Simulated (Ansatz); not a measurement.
Relaxation of C2H7BOS (12 atoms, charge 0, multiplicity 1), to a largest force component of 0.02 eV/Å in at most 50 steps.

Level of theory: Ansatz, RKS r2SCAN-D4/6-31G*.

```xyz
12
Properties=species:S:1:pos:R:3
B 0.188 1.518 1.679
O 0.044 0.191 1.133
C -0.915 0.186 0.062
S -0.925 -1.493 -0.606
C 0.673 -1.516 -1.349
H 0.936 2.332 1.227
H -0.539 1.903 2.557
H -1.861 0.476 0.432
H -0.580 0.895 -0.704
H 0.845 -2.482 -1.811
H 1.427 -1.376 -0.519
H 0.783 -0.690 -2.067
```

Question: Where does it end, and by what steps?

Answer: The forces met the threshold. After 22 steps the energy has fallen by 1.088 eV; H7 moved furthest, 1.50 Å.

| step | energy less start (eV) | largest force component (eV/Å) | accepted |
| --- | --- | --- | --- |
| 0 | 0.0000 | 2.458 | yes |
| 1 | -0.2028 | 1.177 | yes |
| 2 | -0.2863 | 0.606 | yes |
| 3 | -0.3082 | 0.346 | yes |
| 4 | -0.3980 | 0.569 | yes |
| 5 | -0.4898 | 0.727 | yes |
| 6 | -0.6637 | 0.947 | yes |
| 7 | -0.8277 | 0.698 | yes |
| 8 | -0.9193 | 0.669 | yes |
| 9 | -0.9870 | 0.313 | yes |
| 10 | -1.0280 | 0.207 | yes |
| 11 | -1.0518 | 0.325 | yes |
| 12 | -1.0255 | 0.866 | no |
| 13 | -1.0679 | 0.111 | yes |
| 14 | -1.0772 | 0.054 | yes |
| 15 | -1.0837 | 0.109 | yes |
| 16 | -1.0855 | 0.164 | yes |
| 17 | -1.0846 | 0.312 | no |
| 18 | -1.0870 | 0.091 | yes |
| 19 | -1.0881 | 0.107 | yes |
| 20 | -1.0872 | 0.132 | no |
| 21 | -1.0883 | 0.020 | yes |
| 22 | -1.0884 | 0.007 | yes |

```xyz
12
Properties=species:S:1:pos:R:3
B 0.368 1.198 1.428
O -0.714 0.414 1.227
C -1.286 0.272 -0.072
S -0.995 -1.370 -0.769
C 0.804 -1.261 -0.992
H 0.845 1.822 0.513
H 0.799 1.229 2.545
H -2.371 0.378 0.025
H -0.889 1.047 -0.742
H 1.130 -2.207 -1.435
H 1.311 -1.136 -0.028
H 1.073 -0.441 -1.666
```

Whether the end is a true minimum wasn't checked by a vibrational analysis.

Time of the run: 2.7 min on 2 threads of AMD EPYC 7571, with other jobs on the host, peak memory 0.19 GiB.
